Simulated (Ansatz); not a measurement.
Stepwise reaction of `C[O][Al]([NH2])[O]C` with ammonia, as a gas-phase model of exchange steps in deposition or etching. ΔE in kJ/mol.

Program: Ansatz. Geometries: PBE0-D4/def2-TZVP. ΔE: electronic, gas phase. CCSD(T)/CBS is the MP2 limit (def2-TZVPP, def2-QZVPP) plus CCSD(T) − MP2 in def2-TZVPP, frozen cores. This one scheme is used for every species. Functionals use def2-TZVPP. B3LYP here is the variant with VWN-RPA as its local correlation; programs differ in this. One conformer a species, not always the lowest.

| step | reaction | PBE-D4 | B3LYP-D4 | ωB97M-V | CCSD(T)/CBS |
| --- | --- | --- | --- | --- | --- |
| 1 | `C[O][Al]([NH2])[O]C` + NH₃ → `C[O][Al]([NH2])[NH2]` + CH₃OH | 44.8 | 49.3 | 45.9 | 45.3 |
| 2 | `C[O][Al]([NH2])[NH2]` + NH₃ → `[NH2][Al]([NH2])[NH2]` + CH₃OH | 47.2 | 51.6 | 48.6 | 47.9 |

(1) By hand: ΔE of the 2 steps together at CCSD(T)/CBS.

## Answers

(1) (45.3) + (47.9) = 93.2 kJ/mol, or 46.6 kJ/mol a step.

In ΔE the steps differ by no more than 2.6 kJ/mol. All are uphill at CCSD(T)/CBS. PBE-D4 differs from CCSD(T)/CBS by -0.7 to -0.5 kJ/mol a step. Isolated molecules leave out the surface, adducts and barriers. Largest T1 diagnostic: 0.011.
